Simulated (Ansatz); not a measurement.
Steps of a relaxation of `[SiH3]C1(Br)O[SiH2]1` with RKS PBE0-D4/def2-TZVP.

```sh
$ ansatz run in.yaml --threads 4 --pin off --events-out ev --progress --plain --max-ram 10444MiB
```

```yaml
crystal:
  periodic: [false, false, false]
  atoms:
    - {symbol: Si, position_ang: [-1.388714, -0.790977, 0.257953]}
    - {symbol: C, position_ang: [0.342076, -0.273756, -0.330779]}
    - {symbol: Br, position_ang: [0.768126, -1.170475, -2.064039]}
    - {symbol: O, position_ang: [1.399872, -0.352808, 0.632599]}
    - {symbol: Si, position_ang: [1.273885, 1.275844, 0.048331]}
    - {symbol: H, position_ang: [-1.682032, -0.038207, 1.528437]}
    - {symbol: H, position_ang: [-2.394290, -0.423202, -0.793223]}
    - {symbol: H, position_ang: [-1.414040, -2.269389, 0.520400]}
    - {symbol: H, position_ang: [0.816557, 2.265700, 1.069727]}
    - {symbol: H, position_ang: [2.361659, 1.726170, -0.866407]}
basis:
  gaussian: {orbitals: def2-TZVP}
hamiltonian: {xc: pbe0, dispersion: d4}
relax: {f_tol: 0.005, max_steps: 150}
```

Positions (Å) and forces (eV/Å) along the path, 9 of 9 steps:

```xyz
10
step=1 energy=-88949.9482 eV
Si   -1.389   -0.791    0.258    0.068   -0.010   -0.030
C     0.342   -0.274   -0.331    0.087    0.255    0.056
Br    0.768   -1.170   -2.064   -0.077    0.213    0.435
O     1.400   -0.353    0.633   -0.194    1.051   -0.577
Si    1.274    1.276    0.048   -0.063   -1.296    0.264
H    -1.682   -0.038    1.528    0.080   -0.153   -0.274
H    -2.394   -0.423   -0.793    0.238   -0.077    0.213
H    -1.414   -2.269    0.520    0.006    0.322   -0.060
H     0.817    2.266    1.070    0.094   -0.214   -0.239
H     2.362    1.726   -0.866   -0.238   -0.091    0.211
10
step=2 energy=-88950.0026 eV
Si   -1.384   -0.789    0.258    0.101    0.056   -0.022
C     0.331   -0.264   -0.326    0.022    0.104   -0.078
Br    0.758   -1.154   -2.036   -0.042    0.064    0.108
O     1.398   -0.348    0.620   -0.046    0.764   -0.210
Si    1.268    1.263    0.048   -0.038   -0.952    0.241
H    -1.670   -0.040    1.515   -0.003   -0.045   -0.058
H    -2.371   -0.425   -0.791    0.049   -0.020    0.056
H    -1.406   -2.254    0.517    0.005    0.076   -0.014
H     0.813    2.246    1.056    0.025   -0.038   -0.060
H     2.346    1.713   -0.857   -0.072   -0.008    0.037
10
step=3 energy=-88950.0232 eV
Si   -1.374   -0.780    0.257    0.028   -0.017    0.007
C     0.332   -0.265   -0.328   -0.203    0.051   -0.182
Br    0.754   -1.145   -2.032    0.013   -0.011    0.041
O     1.396   -0.328    0.625    0.166   -0.087    0.114
Si    1.265    1.242    0.054    0.015   -0.011    0.044
H    -1.670   -0.041    1.511    0.003    0.019    0.019
H    -2.359   -0.420   -0.788   -0.018    0.010   -0.026
H    -1.395   -2.240    0.512   -0.011   -0.038    0.007
H     0.807    2.229    1.049   -0.014    0.048    0.003
H     2.326    1.697   -0.858    0.020    0.036   -0.027
10
step=4 energy=-88950.0186 eV rejected
Si   -1.381   -0.781    0.251    0.187   -0.004    0.081
C     0.329   -0.269   -0.334    0.168    0.053    0.085
Br    0.758   -1.154   -2.021    0.011   -0.018   -0.021
O     1.425   -0.323    0.622   -0.342   -0.090   -0.164
Si    1.258    1.241    0.054    0.101   -0.093    0.071
H    -1.659   -0.030    1.501   -0.042    0.021    0.042
H    -2.369   -0.421   -0.791   -0.006    0.017   -0.037
H    -1.403   -2.238    0.516   -0.026   -0.045    0.001
H     0.810    2.217    1.062   -0.049    0.090   -0.004
H     2.316    1.707   -0.857   -0.002    0.069   -0.056
10
step=5 energy=-88950.0259 eV
Si   -1.374   -0.781    0.257    0.019    0.007    0.009
C     0.327   -0.260   -0.336   -0.011   -0.016   -0.050
Br    0.756   -1.152   -2.026   -0.005    0.003   -0.008
O     1.403   -0.334    0.619    0.003    0.001    0.041
Si    1.269    1.239    0.060    0.007   -0.032    0.005
H    -1.666   -0.035    1.509   -0.004    0.004    0.011
H    -2.360   -0.421   -0.789   -0.014    0.002   -0.008
H    -1.399   -2.241    0.515    0.002   -0.008    0.001
H     0.805    2.228    1.053   -0.001    0.020   -0.001
H     2.322    1.707   -0.858    0.004    0.019   -0.001
10
step=6 energy=-88950.0262 eV
Si   -1.374   -0.781    0.256    0.006    0.005    0.008
C     0.327   -0.261   -0.339    0.011    0.001   -0.013
Br    0.756   -1.151   -2.028    0.001    0.001    0.001
O     1.401   -0.336    0.622   -0.014    0.001   -0.001
Si    1.270    1.237    0.061   -0.002   -0.016    0.003
H    -1.664   -0.035    1.510    0.000    0.000    0.001
H    -2.362   -0.421   -0.788   -0.005   -0.001    0.001
H    -1.398   -2.241    0.516    0.002   -0.001   -0.001
H     0.804    2.231    1.049   -0.001    0.005   -0.002
H     2.324    1.708   -0.855    0.002    0.004    0.002
10
step=7 energy=-88950.0263 eV
Si   -1.373   -0.779    0.257   -0.001   -0.002   -0.004
C     0.327   -0.261   -0.344   -0.003   -0.012   -0.011
Br    0.756   -1.152   -2.033    0.000    0.005    0.011
O     1.399   -0.338    0.621   -0.009    0.008   -0.004
Si    1.269    1.235    0.061    0.014    0.000   -0.002
H    -1.659   -0.032    1.510    0.003    0.002    0.002
H    -2.366   -0.422   -0.784    0.000   -0.001    0.001
H    -1.396   -2.239    0.518    0.002   -0.001    0.000
H     0.797    2.230    1.045   -0.001    0.003    0.005
H     2.329    1.708   -0.847   -0.005   -0.002    0.002
10
step=8 energy=-88950.0263 eV
Si   -1.374   -0.779    0.256    0.002    0.003    0.001
C     0.326   -0.260   -0.345   -0.005   -0.003   -0.001
Br    0.757   -1.151   -2.032    0.003   -0.002   -0.004
O     1.397   -0.338    0.621    0.000    0.002    0.000
Si    1.269    1.234    0.062    0.004    0.006    0.001
H    -1.657   -0.031    1.509   -0.002   -0.001   -0.001
H    -2.368   -0.423   -0.784    0.000   -0.001    0.002
H    -1.393   -2.239    0.518   -0.001    0.001    0.000
H     0.797    2.230    1.046    0.000   -0.002    0.001
H     2.330    1.708   -0.846   -0.001   -0.003    0.001
10
step=9 energy=-88950.0263 eV
Si   -1.374   -0.779    0.256   -0.002   -0.001    0.001
C     0.326   -0.260   -0.346   -0.001   -0.001    0.001
Br    0.758   -1.151   -2.033    0.000    0.000   -0.001
O     1.396   -0.338    0.621   -0.001   -0.001    0.000
Si    1.269    1.235    0.062    0.001    0.004    0.001
H    -1.658   -0.031    1.509    0.001    0.000   -0.001
H    -2.369   -0.424   -0.784    0.001    0.000    0.000
H    -1.393   -2.239    0.518    0.000    0.000    0.000
H     0.798    2.230    1.046    0.000   -0.001   -0.001
H     2.330    1.707   -0.846    0.000   -0.001    0.000
```

It took 53 s on 4 threads of an Arm Neoverse V2 on a shared host, with 0.72 GiB of host memory at the peak.
